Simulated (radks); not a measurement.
The numbers below are computed, except where a source is named.
Polarisability of the silicon ion Si4+, [Ne], at imaginary frequency. Level of theory: scalar-relativistic Kohn-Sham, PBE, spin-polarised, spherical densities, finite nucleus; Fermi nuclear charge, rms radius 3.1224 fm (a radial shooting solver on a logarithmic mesh with Libxc functionals). Response by self-consistent Sternheimer equations with the Hartree and adiabatic LDA kernel, the relativistic mass of each level held fixed and spin-orbit coupling left out.

w (hartree),alpha1(iw) (bohr^3),alpha2(iw) (bohr^5)
0.00266,0.1711,0.1126
0.0143,0.1711,0.1126
0.0360,0.1711,0.1126
0.0697,0.1711,0.1126
0.118,0.1710,0.1126
0.186,0.1709,0.1125
0.280,0.1706,0.1123
0.413,0.1701,0.1120
0.605,0.1689,0.1113
0.892,0.1664,0.1098
1.35,0.1608,0.1066
2.12,0.1481,0.09901
3.59,0.1202,0.08199
6.94,0.07093,0.05004
17.5,0.02026,0.01443

Static values: alpha1 = 0.1711 bohr^3 (0.02536 angstrom^3; uncoupled 0.1913), alpha2 = 0.1126 bohr^5, alpha3 = 0.1246 bohr^7. C6 = 0.1274, C8 = 0.4324, triple-dipole C9 = 0.01586 atomic units. One-pole (London) frequency 4 C6 / (3 alpha1^2) = 5.802 hartree, against 5.459 for minus the highest occupied eigenvalue.
